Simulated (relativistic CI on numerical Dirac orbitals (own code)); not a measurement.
**Pb63+: sensitivity of the levels to the model**

Base calculation: Dirac-Coulomb-Breit CI, orbitals from a KLI potential per configuration, model QED (radiative potential, 1s self-energy scaled to tabulated hydrogen-like ionisation energies), unscaled Slater integrals.

Configurations in the expansion (outside the closed core [Ne]): 3s2 3p6 3d, 3s2 3p5 3d2, 3s 3p6 3d2, 3s2 3p6 4s, 3s2 3p6 4p, 3s2 3p6 4d, 3s2 3p5 3d 4s, 3s2 3p6 4f, 3s2 3p5 3d 4p, 3p6 3d3, 3p5 3d4, 3p5 3d3 4s. Double excitations out of closed p, d and f shells are left out; levels of such configurations are missing from the list, as are those of other unlisted configurations, and high levels can miss mixing partners. These lack a partner that the ground configuration has and come out too high: 3s2 3p5 3d 4p.

Variants: (1) one mean potential for all configurations. Shifts of the energy above 3s2 3p6 3d 2D_3/2, in eV, for the lowest level and the first level of each name with at least 55 % of one term (blank where a level changes its place among those of its configuration and J or its character, or is not in the variant):

```
               Level     Base   Δ(1)
   3s2 3p6 3d 2D_3/2     0.00   0.00
   3s2 3p6 3d 2D_5/2   125.12  +0.01
 3s2 3p5 3d2 4D°_1/2   293.44  -0.19
 3s2 3p5 3d2 4G°_9/2   412.74  -0.19
3s2 3p5 3d2 2H°_11/2   425.26  -0.19
 3s2 3p5 3d2 2G°_9/2   445.62  -0.19
 3s2 3p5 3d2 2F°_5/2   475.49  -0.19
 3s2 3p5 3d2 2P°_1/2   482.75  -0.20
3s2 3p5 3d2 4G°_11/2   537.46  -0.19
   3s 3p6 3d2 4F_3/2  1119.77  +0.05
   3s 3p6 3d2 4F_7/2  1241.22  +0.02
   3s 3p6 3d2 4P_3/2  1253.82  +0.03
   3s 3p6 3d2 2G_9/2  1260.11  +0.03
   3s 3p6 3d2 2F_5/2  1263.72  +0.03
   3s 3p6 3d2 2G_7/2  1270.30  +0.03
   3s 3p6 3d2 2P_1/2  1279.37  +0.04
   3s 3p6 3d2 4F_9/2  1368.50   0.00
```

At this charge energies of transitions that change n are usually good to better than 1 %, and those within a shell (Δn = 0) to a few per cent.

Ionisation energy from the two ground configurations alone: base 6923.82 eV. The NIST ASD value (theoretical) is 6924 eV.

LS names give the leading component of a level, which can be under half, so a name can repeat, a term be missing and a line seem to break the LS rules.
